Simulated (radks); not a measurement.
Species: neutral boron. Configuration: [He] 2s2 2p1.

Calculated with a radial shooting solver on a logarithmic mesh with Libxc functionals: Dirac Kohn-Sham, exchange-only LDA, spin-unpolarised, spherical densities, finite nucleus; open shells are shared between the two j in proportion to 2j + 1; Fermi nuclear charge, rms radius 2.406 fm.

Energy parts (hartree):
part                 energy
total             -24.05779
kinetic            24.07256
electron-nucleus  -56.32684
Hartree            11.40990
exchange           -3.21341

Orbitals (lengths in bohr, moments of r in powers of bohr; r(max) is where P^2 peaks; r(90%) holds 90 % of the orbital's charge):
orbital	occ.	eigenvalue (hartree)	<r>	r(max)	r(90%)
1s1/2	2	-6.50399	0.3326	0.2122	0.599
2s1/2	2	-0.30553	1.987	1.523	3.19
2p1/2	0.333333	-0.10005	2.388	1.578	4.17
2p3/2	0.666667	-0.09994	2.390	1.578	4.17

The highest occupied level is 2p3/2 at -2.719 eV. Summed over all electrons, <r^2> = 17.41 bohr^2, which gives a Langevin (diamagnetic) susceptibility term of -13.8 x 10^-6 cm^3/mol.
